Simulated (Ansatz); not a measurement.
Cost and result for the atomization energy of C₂H₆OSi, SMILES `CC(=O)[SiH3]` (10 atoms, 9 bonds).

```xyz
10

C     0.534    0.738   -1.191
C    -0.548    0.405   -0.206
O    -1.642    0.917   -0.251
Si   -0.240   -0.881    1.210
H     0.853   -0.172   -1.709
H     0.184    1.479   -1.912
H     1.413    1.114   -0.659
H    -0.445   -0.181    2.502
H     1.133   -1.454    1.163
H    -1.240   -1.966    1.053
```

Charge 0, multiplicity 1. Geometry: relaxed with PBE0-D4/def2-TZVP. Program: Ansatz. All runs use 2 threads of an Intel Xeon 6975P-C on a shared host. Times are those of one run each, without the atoms' runs, and a repeat can differ threefold. Electronic energies, without spin–orbit coupling; frozen cores. CCSD(T)/CBS adds CCSD(T) − MP2 in def2-TZVPP to the MP2 limit, and its time is that of the two runs behind it. T1 = 0.015. B3LYP takes the VWN-RPA correlation (the form of Gaussian; ORCA's B3LYP/G). HSE06 is the plane-wave form, built on full-range PBE exchange.

CCSD(T)/CBS is a level of theory with its own doubt, some kJ/mol a heavy atom from the limit and from the frozen cores, so smaller differences don't rank the functionals.

```tsv
level	functions	wall time
LDA (SPW92)/def2-TZVPP	219	0.85 s
revPBE-D4/def2-TZVPP	219	1.2 s
BLYP-D4/def2-TZVPP	219	1.3 s
PBE-D4/def2-TZVPP (with forces)	219	1.6 s
BHLYP-D4/def2-TZVPP	219	1.9 s
HSE06-D4/def2-TZVPP	219	2 s
CCSD(T)/def2-SVP	90	2 s
CAM-B3LYP-D4/def2-TZVPP	219	2.1 s
B3LYP-D4/def2-TZVPP (with forces)	219	2.8 s
B2PLYP/def2-TZVPP	219	3.4 s
MP2/def2-QZVPP	421	15 s
CCSD(T)/def2-TZVPP	219	30 s
CCSD(T)/CBS(def2)	–	45 s
```

What atomization energy does each give, and how far from CCSD(T)/CBS? (Best estimate.)

The calculation gave: 
```json
{"level": "LDA (SPW92)/def2-TZVPP", "atomization (kcal/mol)": "1004.3", "difference from CCSD(T)/CBS": "122.4", "per bond": "13.6"}
{"level": "revPBE-D4/def2-TZVPP", "atomization (kcal/mol)": "878.6", "difference from CCSD(T)/CBS": "-3.3", "per bond": "-0.4"}
{"level": "BLYP-D4/def2-TZVPP", "atomization (kcal/mol)": "883.2", "difference from CCSD(T)/CBS": "1.3", "per bond": "0.2"}
{"level": "PBE-D4/def2-TZVPP (with forces)", "atomization (kcal/mol)": "898.0", "difference from CCSD(T)/CBS": "16.1", "per bond": "1.8"}
{"level": "BHLYP-D4/def2-TZVPP", "atomization (kcal/mol)": "856.9", "difference from CCSD(T)/CBS": "-25.0", "per bond": "-2.8"}
{"level": "HSE06-D4/def2-TZVPP", "atomization (kcal/mol)": "881.7", "difference from CCSD(T)/CBS": "-0.2", "per bond": "0.0"}
{"level": "CCSD(T)/def2-SVP", "atomization (kcal/mol)": "838.4", "difference from CCSD(T)/CBS": "-43.5", "per bond": "-4.8"}
{"level": "CAM-B3LYP-D4/def2-TZVPP", "atomization (kcal/mol)": "886.0", "difference from CCSD(T)/CBS": "4.1", "per bond": "0.5"}
{"level": "B3LYP-D4/def2-TZVPP (with forces)", "atomization (kcal/mol)": "883.1", "difference from CCSD(T)/CBS": "1.2", "per bond": "0.1"}
{"level": "B2PLYP/def2-TZVPP", "atomization (kcal/mol)": "873.6", "difference from CCSD(T)/CBS": "-8.3", "per bond": "-0.9"}
{"level": "MP2/def2-QZVPP", "atomization (kcal/mol)": "883.1", "difference from CCSD(T)/CBS": "1.2", "per bond": "0.1"}
{"level": "CCSD(T)/def2-TZVPP", "atomization (kcal/mol)": "859.9", "difference from CCSD(T)/CBS": "-22.0", "per bond": "-2.4"}
{"level": "CCSD(T)/CBS(def2)", "atomization (kcal/mol)": "881.9", "difference from CCSD(T)/CBS": "0.0", "per bond": "0.0"}
```

From BLYP to BHLYP (50 % exact exchange), in def2-TZVPP and without D4, the atomization energy moves by −22.1 kcal/mol: exact exchange takes away binding that semilocal exchange gives to molecules. At CCSD(T), def2-SVP lies −43.5 kcal/mol from the extrapolated value and def2-TZVPP −22.0 kcal/mol: correlation converges slowly with the basis, and small sets miss more of it in the bonded molecule than in its fragments. In def2-TZVPP, CCSD(T) changes the Hartree–Fock value by +214.5 kcal/mol (the triples alone add +12.8 kcal/mol) and MP2 by +224.7 kcal/mol; breaking electron pairs costs correlation energy, which Hartree–Fock lacks.
